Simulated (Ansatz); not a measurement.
C2H7FGaN, SMILES `C[N]([GaH2])CF`. Total charge 0; spin multiplicity 1.

| atom | x (Å) | y (Å) | z (Å) |
| --- | --- | --- | --- |
| C1 | -1.262 | 0.312 | 0.567 |
| N2 | -0.001 | -0.098 | -0.018 |
| Ga3 | 1.117 | -1.333 | 0.749 |
| C4 | 0.378 | 0.631 | -1.155 |
| F5 | 0.777 | 1.937 | -0.832 |
| H6 | -2.077 | 0.231 | -0.164 |
| H7 | -1.510 | -0.327 | 1.416 |
| H8 | -1.230 | 1.347 | 0.921 |
| H9 | 0.588 | -2.018 | 2.046 |
| H10 | 2.448 | -1.597 | -0.018 |
| H11 | 1.229 | 0.161 | -1.654 |
| H12 | -0.457 | 0.753 | -1.858 |

Question: List the harmonic frequencies (cm⁻¹, unscaled) at PBE0-D4/def2-TZVP in Ansatz. (Best estimate.)

Answer: Ansatz gave: 83, 170, 195, 225, 278, 334, 464, 513, 602, 668, 725, 969, 1020, 1085, 1140, 1233, 1273, 1337, 1411, 1451, 1478, 1506, 1511, 2004, 2013, 3011, 3020, 3071, 3104, 3126.

Question: Is this a minimum?

Answer: Yes, all 30 modes are real.

Question: Give the ideal-gas thermochemistry at 298.15 K and 1 bar (rigid rotor, harmonic oscillator; point group C1, symmetry number 1).

Answer: Zero-point energy 233.4 kJ/mol; H(298) − E = 254.7 kJ/mol; entropy 352.1 J/(mol·K), of which translation 169.9, rotation 115.0, vibration 67.2; G(298) − E = 149.7 kJ/mol. Modes under 100 cm⁻¹ are hindered rotations or soft bends, so the harmonic entropy is rough.

Question: And at 400, 500, 600, 800 and 1000 K?

Answer: 
| T (K) | H − E (kJ/mol) | S (J/mol/K) | G − E (kJ/mol) |
| --- | --- | --- | --- |
| 400 | 267.1 | 387.6 | 112.0 |
| 500 | 281.4 | 419.4 | 71.6 |
| 600 | 297.5 | 448.8 | 28.2 |
| 800 | 334.3 | 501.6 | -67.0 |
| 1000 | 375.7 | 547.6 | -172.0 |
